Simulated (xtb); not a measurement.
hydrogen telluride (H₂Te), singlet, geometry from GFN2-xTB. Base run: GFN0-xTB run with xtb.

Geometry (Å):
```xyz
3

Te    -0.0003     0.0437     0.0020
H     -1.1314    -1.1427    -0.0771
H      1.1449    -1.1314    -0.0289
```
All else is at xtb's defaults.
Base energy -4.26579 Eh.

Variants of this job, named by their change:

```csv
change,ΔE vs base (mEh),HOMO-LUMO gap (eV)
base,0.000,3.84
file = coord,0.000,3.84
etemp = 5000,-0.737,3.84
etemp = 10,0.000,3.84
```
